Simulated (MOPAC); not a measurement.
Job for MOPAC: PM7 on MgAl+, 2S+1 = 1, a point of a bond scan (R = 3.144 Å). Charge +1.

```
PM7 1SCF PRECISE CHARGE=1 THREADS=1
AlMg

Mg     0.00000000 1     0.00000000 1     0.00000000 1
Al     0.00000000 1     0.00000000 1     3.14361800 1
```

The log:

```
*******************************************************************************
 **                                                                           **
 **                              MOPAC v23.2.5                                **
 **                                                                           **
 *******************************************************************************
 ** MOPAC's Digital Object Identifier: https://doi.org/10.5281/zenodo.6511958 **
 **                                                                           **
 ** Please cite the open-source release paper for use of this MOPAC version:  **
 ** J. E. Moussa and J. J. P. Stewart (2026)                                  **
 ** MOPAC: An open-source semiempirical molecular orbital program             **
 ** J. Open Source Softw., 11(119), 8025, https://doi.org/10.21105/joss.08025 **
 *******************************************************************************

                              PM7 CALCULATION RESULTS

 *******************************************************************************
 *  PM7        - The PM7 Hamiltonian to be used
 *
 *
 *
 *                 CHARGE ON SYSTEM = +1
 *
 *
 *
 *  PRECISE    - TIGHTER CRITERIA TO BE USED
 *  1SCF       - DO 1 SCF AND THEN STOP
 *  THREADS=1  - MULTI-THREADING NOT USED
 *  T=         - A TIME OF 172800.0 SECONDS REQUESTED
 *  DUMP=N     - RESTART FILE WRITTEN EVERY 7200.0 SECONDS REQUESTED
 *******************************************************************************
PM7 1SCF PRECISE CHARGE=1 THREADS=1
 AlMg

   ATOM   CHEMICAL          X               Y               Z
  NUMBER   SYMBOL      (ANGSTROMS)     (ANGSTROMS)     (ANGSTROMS)

     1      Mg          0.00000000  *   0.00000000  *   0.00000000  *
     2      Al          0.00000000  *   0.00000000  *   3.14361800  *



          CARTESIAN COORDINATES

    NO.       ATOM           X           Y           Z

     1        Mg          0.0000      0.0000      0.0000
     2        Al          0.0000      0.0000      3.1436

 General Reference for PM7:
 "Optimization of Parameters for Semiempirical Methods VI: More Modifications to the
 NDDO Approximations and Re-optimization of Parameters", J. J. P. Stewart, J. Mol. Mod., 1:32, 19 (2013)
 https://link.springer.com/article/10.1007/s00894-012-1667-x

           Empirical Formula: Mg Al  =     2 atoms



      MOLECULAR POINT GROUP   :   C*v


      RHF CALCULATION, NO. OF DOUBLY OCCUPIED LEVELS = 2


 -------------------------------------------------------------------------------
 PM7 1SCF PRECISE CHARGE=1 THREADS=1
 AlMg



     1SCF WAS SPECIFIED, SO BFGS WAS NOT USED
     SCF FIELD WAS ACHIEVED


                              PM7 CALCULATION
                                                       MOPAC v23.2.5 Linux




          FINAL HEAT OF FORMATION =        191.94349 KCAL/MOL =     803.09155 KJ/MOL


          COSMO AREA              =        104.59 SQUARE ANGSTROMS
          COSMO VOLUME            =         90.13 CUBIC ANGSTROMS

          IONIZATION POTENTIAL    =         14.206571 EV
          HOMO LUMO ENERGIES (EV) =        -14.207 -6.169
          NO. OF FILLED LEVELS    =          2
          MOLECULAR WEIGHT        =         51.2865         POINT GROUP:  C*v

          MOLECULAR DIMENSIONS (Angstroms)

            Atom       Atom       Distance
           Al     2   Mg     1     3.14362
           Al     2   Mg     1     0.00000
           Mg     1   Al     2     0.00000


          SCF CALCULATIONS        =          1





   ATOM   CHEMICAL          X               Y               Z
  NUMBER   SYMBOL      (ANGSTROMS)     (ANGSTROMS)     (ANGSTROMS)

     1      Mg          0.00000000  *   0.00000000  *   0.00000000  *
     2      Al          0.00000000  *   0.00000000  *   3.14361800  *

                             CARTESIAN COORDINATES

   1   Mg        0.000000000     0.000000000     0.000000000
   2   Al        0.000000000     0.000000000     3.143618000


           Empirical Formula: Mg Al  =     2 atoms



      MOLECULAR POINT GROUP   :   C*v


                  EIGENVALUES
 -18.89730 -14.20657  -6.16853  -6.16853  -4.40904  -1.48644  -1.45145  -1.45145
  12.07935  12.07935  12.25885  12.25885  12.52489


              NET ATOMIC CHARGES AND DIPOLE CONTRIBUTIONS

  ATOM NO.   TYPE          CHARGE      No. of ELECS.   s-Pop       p-Pop       d-Pop
    1         Mg           0.638062        1.3619     1.33791     0.02403
    2         Al           0.361938        2.6381     1.99181     0.61297     0.03328
 DIPOLE           X         Y         Z       TOTAL
 POINT-CHG.     0.000     0.000    -2.479     2.479
 HYBRID         0.000     0.000    -0.926     0.926
 SUM            0.000     0.000    -3.405     3.405


          ATOMIC ORBITAL ELECTRON POPULATIONS

     Atom    s        px        py        pz      x^2-y^2     xz        z^2       yz        xy
    1 Mg   1.33791   0.00000   0.00000   0.02403
    2 Al   1.99181   0.00000   0.00000   0.61297   0.00000   0.00000   0.03328   0.00000   0.00000

 **********************
 *                    *
 * JOB ENDED NORMALLY *
 *                    *
 **********************




 == MOPAC DONE ==
```

The run finished.

Cost: about 0.020 core-seconds (a rough figure).
